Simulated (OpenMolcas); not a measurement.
# W+: effect of the basis set

| Quantity | Value |
| --- | --- |
| Program | OpenMolcas 26.06 |
| Method | CASSCF |
| Active space | 5 electrons in 6 orbitals (5d 6s) |
| State averaging | 2S+1 = 6 even, 6 roots; 2S+1 = 4 even, 81 roots kept (CI in the orbitals of an earlier block); 2S+1 = 2 even, 125 roots kept (CI in the orbitals of an earlier block, 113 in the spin-orbit step) |
| Spin-orbit coupling | state interaction with AMFI integrals over the reference wave functions, term energies averaged over their components |

A. ANO-R2 [8s6p5d3f2g], X2C, finite nucleus; cost about 120 core-seconds
B. ANO-RCC-VTZP [8s7p5d3f2g1h], DKH2, point nucleus; cost about 90 core-seconds
C. ANO-R3 [9s7p6d4f3g2h], X2C, finite nucleus; cost of the order of 2.9 core-minutes
D. ANO-RCC-VQZP [9s8p6d4f3g2h], DKH2, point nucleus; cost about 110 core-seconds

Energies in eV above 5d4 6s 6D 1/2, the measured ground level; measured values from NIST Handbook of Basic Atomic Spectroscopic Data.

| Level | A | B | C | D | Measured |
| --- | --- | --- | --- | --- | --- |
| 5d4 6s 6D 1/2 | 0.0000 | 0.0000 | 0.0000 | 0.0000 | 0.0000 |
| 5d4 6s 6D 3/2 | 0.1632 | 0.1606 | 0.1637 | 0.1658 | 0.1883 |
| 5d4 6s 6D 5/2 | 0.3612 | 0.3561 | 0.3621 | 0.3663 | 0.3933 |
| 5d4 6s 6D 7/2 | 0.5612 | 0.5543 | 0.5624 | 0.5682 | 0.5847 |
| 5d4 6s 6D 9/2 | 0.7618 | 0.7537 | 0.7633 | 0.7704 | 0.7621 |
| 5d5 6S 5/2 | 1.0366 | 1.0421 | 1.0385 | 1.0454 | 0.9200 |
| 5d4 6s 4P 1/2(1) | 1.5147 | 1.5289 | 1.5160 | 1.5251 |  |
| 5d4 6s 4P 3/2(1) | 1.7295 | 1.7461 | 1.7313 | 1.7430 |  |
| 5d4 6s 4F 3/2(1) | 2.0041 | 2.0186 | 2.0068 | 2.0180 |  |
| 5d4 6s 4D 1/2(1) | 2.2784 | 2.2410 | 2.2794 | 2.2701 |  |
| 5d4 6s 4D 3/2(1) | 2.4825 | 2.4533 | 2.4842 | 2.4812 |  |
| 5d4 6s 4G 5/2 [50 %] | 2.4839 | 2.4859 | 2.4850 | 2.4914 |  |
| 5d4 6s 4H 11/2 [59 %] | 2.6396 | 2.6281 | 2.6404 | 2.6469 |  |
| 5d4 6s 4H 13/2 | 2.9005 | 2.8805 | 2.9014 | 2.9077 |  |
| 5d4 6s 4G 9/2 [61 %] | 2.9486 | 2.9437 | 2.9501 | 2.9610 |  |
| 5d4 6s 4G 11/2 [58 %] | 3.0972 | 3.0911 | 3.0989 | 3.1118 |  |
| 5d4 6s 2F 5/2(1) [71 %] | 3.1540 | 3.1627 | 3.1553 | 3.1664 |  |
| 5d4 6s 2D 3/2(1) [64 %] | 3.2157 | 3.2238 | 3.2184 | 3.2327 |  |
| 5d4 6s 2D 5/2(1) [59 %] | 3.2349 | 3.2427 | 3.2379 | 3.2541 |  |
| 5d4 6s 4F 3/2(2) | 3.4935 | 3.4801 | 3.4953 | 3.5018 |  |
| 5d4 6s 4D 3/2(2) | 3.5961 | 3.5750 | 3.5972 | 3.6027 |  |
| 5d4 6s 4F 5/2(2) [74 %] | 3.6472 | 3.6281 | 3.6491 | 3.6555 |  |
| 5d4 6s 4D 5/2(2) [74 %] | 3.7407 | 3.7135 | 3.7423 | 3.7473 |  |
| 5d4 6s 2H 11/2(1) [64 %] | 3.8146 | 3.7938 | 3.8158 | 3.8202 |  |

Deviations, from unrounded energies. A percentage is the sum of absolute deviations over the sum of measured energies, with the sign that they share, or ± where signs differ.

| Against measurement | Levels | A | B | C | D |
| --- | --- | --- | --- | --- | --- |
| mean absolute deviation (cm-1) | 5 | 320 | 360 | 320 | 320 |
| fine structure of the ground term (%) | 4 | -4.2 | -5.4 | ±4.1 | ±3.9 |
| other configurations (%) | 1 | +12.7 | +13.3 | +12.9 | +13.6 |

A, C, D lie about equally close to measurement and B furthest from it. The largest miss of A in the table is 5d5 6S 5/2, by +940 cm-1. The ranking rests on the paired levels alone, and a cruder setting can come out closer through cancelling errors.

Among A to D the level of the table that moves most is 5d4 6s 4D 1/2(1), by 310 cm-1 (lowest in B, highest in C).

Some high roots are left out of the spin-orbit mixing, which shifts the levels that they would mix with. Without dynamic correlation excited terms often stand tens of per cent too high (terms of higher spin than the ground term too low), and those without a measured partner can miss by more than the paired ones. Terms from blocks run as CI alone lack orbitals of their own. Configurations are named by rounded mean occupations; where the s occupation lies near a half they are strongly mixed, a name can repeat and a true partner stay unpaired. A single d shell beside an s shell can misplace configurations of different d count against each other. Computed and measured levels are paired by configuration, term and J; levels that our copy of the source lacks, or whose pairing is in doubt (as where it misses far off the trend of its configuration), stay unpaired and out of the deviations. Only configurations of the active space appear. The table leaves out levels that lie high or whose names do not pair safely across all columns.

A share in square brackets marks a mixed level and gives the weight of the term that names it, the lowest over the columns. A number in round brackets counts repeated terms of one configuration in the order of the reference energies.
